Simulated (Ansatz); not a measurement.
A search over several starts for the lowest SCF solution of the cluster Au2F2⁻ at the given spin, in a small basis.

```yaml
crystal:
  periodic: [false, false, false]
  atoms:
    - {symbol: Au, position_ang: [0.980526, 0.784271, 0.380011]}
    - {symbol: Au, position_ang: [-0.981200, -0.782845, -0.380820]}
    - {symbol: F, position_ang: [0.198957, 1.441732, 2.168993]}
    - {symbol: F, position_ang: [-0.198283, -1.443159, -2.168185]}
basis:
  gaussian: {orbitals: def2-SVP, initial_orbitals: start.molden}
total_charge: -1
magnetization: {spin_polarized: true, initial_magnetization: 3}
hamiltonian: {xc: pbe0, dispersion: d4}
output: {orbitals: {seedname: orbitals}}
```

The file start.molden holds the orbitals of an earlier run on this structure, at another level or in another basis.

```sh
$ ansatz run in.yaml --threads 4 --pin off --events-out ev --progress --plain --max-ram 3916MiB
```

It prints (some lines left out):

```
Functional definition: PBE0
906 factors; integrals over basis functions are off by at most 3.2e-4 eV
mean field evaluation 1: about -12809.3063 eV, gradient 1.3e1 eV
mean field evaluation 2: about -12809.7360 eV, gradient 5.1e-1 eV
mean field evaluation 4: about -12809.9798 eV, gradient 8.9e-3 eV
mean field evaluation 8: about -12809.9798 eV, gradient 2.1e-5 eV
mean field evaluation 16: about -12809.9754 eV, gradient 6.7e-1 eV
mean field evaluation 32: about -12809.9798 eV, gradient 4.0e-5 eV
mean field -12809.97982538 eV, -470.7580756666 hartree, gradient 2.1e-5 eV, S^2 3.762657; 5 other end points of the search recorded, 0 dependent functions left out
reference -12809.97985801 eV, -470.7580768658 hartree; 30, 27 occupied and 62, 65 virtual orbitals, 906 factors
Total energy: -12810.07681813 eV, -470.7616400844 hartree
```

Run time 12 s (4 threads of Intel Xeon on a shared host).

In the def2 sets Au takes a core potential; there is no spin–orbit coupling. At PBE0-D4/def2-TZVPD a doublet of charge -1 lies 2.88 eV below the quartet, each at its own geometry. The structure comes from a short search, and lower isomers may exist.
